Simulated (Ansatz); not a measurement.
# Ansatz input wanted

SiNHF3: 6 atoms, total charge 0, spin state doublet. SMILES: `[NH][Si](F)(F)F`. Geometry: optimised at PBE0/def2-SVP.

```xyz
6

N    -0.9844    0.6112    0.7212
Si    0.1879   -0.0853   -0.3459
F    -0.0880    0.3932   -1.8402
F     0.1196   -1.6829   -0.3276
F     1.6713    0.3676    0.0434
H    -0.8643    0.3325    1.7030
```

Settings wanted:

```json
{"basis set": "def2-SVP", "integral approximation": "none", "task": "energy", "method": "RPA", "functional": "PBE", "reference": "UKS", "accuracy": "medium", "frozen core orbitals": "9", "start density": "atoms"}
```

Q: Give an Ansatz 0.2.0 job that does this.

A: One that was run (others would do as well):

run.yaml:
```yaml
crystal:
  periodic: [false, false, false]
  atoms:
    - {symbol: "N", position_ang: [-0.984356, 0.611154, 0.721164]}
    - {symbol: Si, position_ang: [0.187854, -0.085289, -0.345944]}
    - {symbol: F, position_ang: [-0.087997, 0.393183, -1.840213]}
    - {symbol: F, position_ang: [0.119643, -1.682926, -0.327625]}
    - {symbol: F, position_ang: [1.671268, 0.367620, 0.043396]}
    - {symbol: H, position_ang: [-0.864311, 0.332457, 1.703021]}
basis:
  gaussian:
    orbitals: def2-SVP
hamiltonian:
  xc: pbe
correlation:
  method: rpa
  frozen_orbitals: {F: 1, H: 0, "N": 1, Si: 5}
magnetization:
  spin_polarized: true
  initial_magnetization: 1
```

```bash
$ ansatz run run.yaml --threads 1 --pin off --max-ram 3480MiB --events-out events.jsonl --progress --plain --runs-dir runs
```

Calculated total energy: -643.17230 Eh.
